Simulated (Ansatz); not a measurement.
`N[Si@@H](Cl)[C@H](O)F` + H₂O → `N[SiH](O)Cl` + `OCF`  (formal hydrolysis of the Si–C bond)

Calculated with Ansatz (gas phase, PBE0-D4/def2-TZVP geometries, no zero-point term in ΔE). CBS: MP2 limit from def2 TZ/QZ plus the TZ coupled-cluster correction, frozen cores. This one scheme is used for every species. Functionals use def2-TZVPP. B3LYP here is the variant with VWN-RPA as its local correlation; programs differ in this. Each species was taken in one conformer, which may not be the lowest.

`N[Si@@H](Cl)[C@H](O)F`:

Z-matrix (Å, degrees):
```
Si
Cl 1 2.071
C 1 1.909 2 104.7
N 1 1.690 2 115.7 3 117.4
H 1 1.477 2 105.9 3 -120.0
O 3 1.374 1 109.4 2 -158.7
F 3 1.404 1 107.1 2 82.2
H 3 1.097 1 112.9 2 -32.7
H 4 1.007 1 120.0 2 -75.9
H 4 1.006 1 122.3 2 76.7
H 6 0.963 3 109.6 1 171.0
```

H₂O:

Z-matrix (Å, degrees):
```
O
H 1 0.960
H 1 0.960 2 105.1
```

`N[SiH](O)Cl`:

Cartesian coordinates in Å:
```
N 0.415 -1.129 0.099
Si -0.464 0.313 -0.097
O 0.195 1.527 0.771
Cl -0.419 0.672 -2.122
H 0.487 -1.793 -0.653
H 0.523 -1.559 1.003
H -1.878 0.309 0.322
H 1.141 1.660 0.678
```

`OCF`:

```xyz
6

O     1.064   -0.162    0.107
C    -0.229    0.184   -0.183
F    -0.907    0.570    0.957
H     1.070   -0.992    0.593
H    -0.805   -0.641   -0.618
H    -0.193    1.042   -0.856
```

CCSD(T)/CBS gives -133.7 kJ/mol.

(1) Another level gave -141.5 kJ/mol. Which?
A. CCSD(T)/def2-TZVPP
B. HF/def2-TZVPP
C. B3LYP-D4/def2-TZVPP
D. B2PLYP/def2-TZVPP

Largest T1 diagnostic among the species: 0.011.

## Answers

(1) D. B2PLYP -141.5, B3LYP-D4 -133.1, CCSD(T)/def2-TZVPP -137.2, HF/def2-TZVPP -160.2 kJ/mol.

From PBE to PBE0 (25 % exact exchange), in def2-TZVPP and without D4, ΔE moves by −7.0 kJ/mol. The D4 term adds +7.4 kJ/mol with B3LYP and +4.4 kJ/mol with PBE0; it sums over pairs of atoms, weighted by their polarisabilities, and B3LYP, whose exchange is more repulsive, gets the larger term. In def2-TZVPP, CCSD(T) changes the Hartree–Fock value by +23.0 kJ/mol (the triples alone add +3.3 kJ/mol) and MP2 by +19.8 kJ/mol.
